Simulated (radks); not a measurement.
The numbers below are computed, except where a source is named.
Question: The table gives one normalised radial function P(r) = r R(r) (large component) of Sm5+ in [Xe] 4f3 (r in bohr). Level of theory: Dirac Kohn-Sham, PBE, spin-unpolarised, spherical densities, finite nucleus; open shells fill j = l - 1/2 first; Fermi nuclear charge, rms radius 5.0819 fm (a radial shooting solver on a logarithmic mesh with Libxc functionals).

r,P
0.001227,0.0037
0.001611,0.0051
0.002114,0.0072
0.002797,0.0104
0.003672,0.0150
0.004819,0.0219
0.006377,0.0324
0.00837,0.0473
0.01107,0.0693
0.01454,0.0987
0.01908,0.1366
0.02525,0.1821
0.03314,0.2243
0.04384,0.2481
0.05755,0.2258
0.07554,0.1316
0.09995,-0.0456
0.1312,-0.2461
0.1722,-0.3581
0.2278,-0.2448
0.2991,0.0979
0.3957,0.4631
0.5194,0.4901
0.6817,0.0595
0.902,-0.5849
1.184,-0.9680
1.554,-0.9010
2.056,-0.5306
2.699,-0.2019
3.571,-0.0426
4.687,-0.0047

Which n and l does it have? It may be an empty orbital.

Answer: n = 5, l = 1: the number of nodes gives n - l - 1 = 3, the rise at small r points to l (for j = l - 1/2 the large component starts outside the nucleus as r^gamma with gamma = sqrt(l^2 - (Z/c)^2) = 0.89 and the r^(l+1) term takes over further out; the orbital of l - 1 with the same j starts with the same power, but with a larger coefficient, and does not steepen), and the extent must fit the shell. The curve is that of 5p1/2; the two j differ most near the nucleus, where j = l - 1/2 has the larger amplitude, and in heavy atoms j = l - 1/2 is also the more compact. 5p1/2: eigenvalue -84.278 eV, 3 radial nodes at r = 0.0938, 0.280, 0.700 bohr, <r> = 1.42 bohr, 90 % of the charge inside 2.04 bohr.
